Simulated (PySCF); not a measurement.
Bonding in `CCN[Si@H]1C=CC[SiH2]1`

Compound: C₅H₁₃NSi₂.
SMILES with atom numbers: `[CH3:1][CH2:2][NH:3][Si@H:4]1[CH:5]=[CH:6][CH2:7][SiH2:8]1` (hydrogens: H9, H10, H11 on C1; H12, H13 on C2; H14 on N3; H15 on Si4; H16 on C5; H17 on C6; H18, H19 on C7; H20, H21 on Si8)

Geometry (GFN2-xTB, Å), atoms numbered from 1 in this order:
```xyz
21
C5H13NSi2 angstrom
C     -3.4339   -0.0173   -0.0284
C     -2.2373   -0.9458   -0.2230
N     -1.0728   -0.2689   -0.7428
Si     0.0649    0.5323    0.2764
C      1.0908   -0.7349    1.2279
C      2.4090   -0.7095    1.0632
C      3.1282    0.2668    0.1834
Si     1.9018    1.3180   -0.8476
H     -3.7284    0.4230   -0.9794
H     -3.1732    0.7852    0.6574
H     -4.2802   -0.5662    0.3769
H     -2.5135   -1.7579   -0.9066
H     -1.9600   -1.3892    0.7345
H     -1.2578    0.1288   -1.6517
H     -0.5738    1.4416    1.2574
H      0.6612   -1.4697    1.8959
H      3.0495   -1.4157    1.5851
H      3.7424    0.9089    0.8213
H      3.8361   -0.2811   -0.4434
H      2.2359    2.7369   -0.6733
H      2.1023    1.0315   -2.2742
```

Bond orders from the PBE0/pcSseg-1 density (PySCF). One conformer (not necessarily the lowest) at the GFN2-xTB geometry, without solvent, vibrations or thermal averaging.

(1) Where do the orders between heavy atoms depart from those drawn in the SMILES?

(2) Set the Mayer orders of the bonds beside their lengths.

Answers

(1) The largest departure is 0.148, at Si4–C5 (drawn single, 0.852). Drawn single, order below 0.88: Si4–C5 (0.852).

(2) 
| bond | drawn as | length (Å) | Mayer order |
| --- | --- | --- | --- |
| C1–C2 | single | 1.527 | 1.045 |
| C2–N3 | single | 1.444 | 0.963 |
| N3–Si4 | single | 1.725 | 0.989 |
| Si4–C5 | single | 1.888 | 0.852 |
| C5–C6 | double | 1.329 | 1.944 |
| C6–C7 | single | 1.498 | 1.049 |
| C7–Si8 | single | 1.916 | 0.881 |
| Si8–Si4 | single | 2.292 | 0.946 |
| C1–H9 | single | 1.089 | 0.967 |
| C1–H10 | single | 1.087 | 0.964 |
| C1–H11 | single | 1.087 | 0.964 |
| C2–H12 | single | 1.097 | 0.956 |
| C2–H13 | single | 1.091 | 0.952 |
| N3–H14 | single | 1.009 | 0.935 |
| Si4–H15 | single | 1.482 | 0.894 |
| C5–H16 | single | 1.082 | 0.939 |
| C6–H17 | single | 1.087 | 0.957 |
| C7–H18 | single | 1.094 | 0.931 |
| C7–H19 | single | 1.093 | 0.937 |
| Si8–H20 | single | 1.468 | 0.942 |
| Si8–H21 | single | 1.469 | 0.948 |

By pair of heavy elements: C–C: lowest C1–C2 (1.045, 1.527 Å), highest C5–C6 (1.944, 1.329 Å). C–Si: lowest Si4–C5 (0.852, 1.888 Å), highest C7–Si8 (0.881, 1.916 Å); in 1 of the 1 pairs the longer bond (by over 0.003 Å) has the higher order (by 0.02 or more).

Question: Sum the orders of all bonds at each heavy atom with more than one neighbour and set the sums beside the valence in the SMILES.

Answer: C1 3.940 (drawn 4), C2 3.916 (drawn 4), N3 2.887 (drawn 3), Si4 3.681 (drawn 4), C5 3.735 (drawn 4), C6 3.950 (drawn 4), C7 3.798 (drawn 4), Si8 3.717 (drawn 4). Orders between atoms that aren't bonded are not in these sums.

For a closed shell the Mayer order of atoms A and B is Σ (PS)μν (PS)νμ over the basis functions μ on A and ν on B, with P the density and S the overlap matrix.

These values come from a run that also computed NMR shieldings. Hardware: one thread of an Arm Neoverse V2, shared host with 32 logical CPUs at a one-minute load of 27. Cost: 41 s of wall time, 0.88 GiB resident at most.
